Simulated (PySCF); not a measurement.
Ranking problems on computed properties.

Species are written as SMILES; each is one conformer at its optimised geometry, gas phase, non-relativistic unless stated. Electronic properties by PySCF.

The conformers computed, where there is a choice (atom-mapped SMILES and torsion angles):
- `[CH:1]#[C:2][C@@H:3]1[C:4]([CH2:5][F:6])=[CH:7][C@@H:8]1[CH3:9]`: C3–C4–C5–F6 64°
- `[CH:1]#[C:2][CH2:3]/[C:4](=[CH:5]/[F:6])[CH2:7][CH:8]=[CH2:9]`: C2–C3–C4–C5 -108°, C3–C4–C7–C8 73°, C4–C7–C8–C9 -118°
- `[CH3:1][S:2][CH2:3][CH2:4][CH2:5][CH2:6][SiH3:7]`: C1–S2–C3–C4 71°, S2–C3–C4–C5 62°, C3–C4–C5–C6 -179°, C4–C5–C6–Si7 179°
- `[CH3:1][CH:2]([CH3:3])[CH2:4][C@H:5]([F:6])[CH2:7][F:8]`: C1–C2–C4–C5 -72°, C2–C4–C5–F6 -66°, C4–C5–C7–F8 -70°
- `[CH2:1]=[C:2]([CH3:3])[C@@:4]1([NH:5][SiH3:6])[CH2:7][SiH2:8]1`: C1–C2–C4–N5 15°, C2–C4–N5–Si6 79°
- `[CH3:1][SiH2:2][CH2:3][C:4]([F:5])=[C:6]([F:7])[F:8]`: C1–Si2–C3–C4 -179°, Si2–C3–C4–F5 74°

(1) Rank by HOMO energy, highest first (PBE0/pcSseg-1 at GFN2-xTB geometries).
A. `CC1=C[C@@H]2C/C(=C\F)[C@H]12`
B. `CSCCCC[SiH3]`
C. `C#CC/C(=C/F)CC=C`
D. `C#C[C@@H]1C(CF)=C[C@@H]1C`

(2) Rank by HOMO–LUMO gap, highest first (PBE0/pcSseg-1 at GFN2-xTB geometries).
A. `C#C[C@@H]1C(CF)=C[C@@H]1C`
B. `C=C(C)[C@@]1(N[SiH3])C[SiH2]1`
C. `CC(C)C[C@H](F)CF`
D. `CSCCCC[SiH3]`
E. `CC1=C[C@@H]2C/C(=C\F)[C@H]12`

(3) Rank by smallest rotational constant, highest first (GFN2-xTB).
A. `C[SiH2]CC(F)=C(F)F`
B. `C=C(C)[C@@]1(N[SiH3])C[SiH2]1`
C. `C#C[C@@H]1C(CF)=C[C@@H]1C`
D. `CSCCCC[SiH3]`

(4) Give the two extremes of that set in cm⁻¹.

(5) Rank by dipole moment, highest first (PBE0/pcSseg-1 at GFN2-xTB geometries).
A. `CSCCCC[SiH3]`
B. `C=C(C)[C@@]1(N[SiH3])C[SiH2]1`
C. `CC1=C[C@@H]2C/C(=C\F)[C@H]12`
D. `CC(C)C[C@H](F)CF`

(6) Give the two extremes of that set in atomic units.

Results:

(1) B (-6.29 eV), A (-6.79 eV), C (-7.28 eV), D (-7.54 eV).

(2) C (10.33 eV), A (7.29 eV), D (7.16 eV), E (6.88 eV), B (5.75 eV).

(3) C (0.907 GHz), B (0.844 GHz), A (0.710 GHz), D (0.572 GHz).

(4) `CSCCCC[SiH3]`: 0.0191 cm⁻¹; `C#C[C@@H]1C(CF)=C[C@@H]1C`: 0.0302 cm⁻¹.

(5) A (2.04 D), C (1.83 D), B (1.07 D), D (0.62 D).

(6) `CC(C)C[C@H](F)CF`: 0.24 au; `CSCCCC[SiH3]`: 0.80 au.
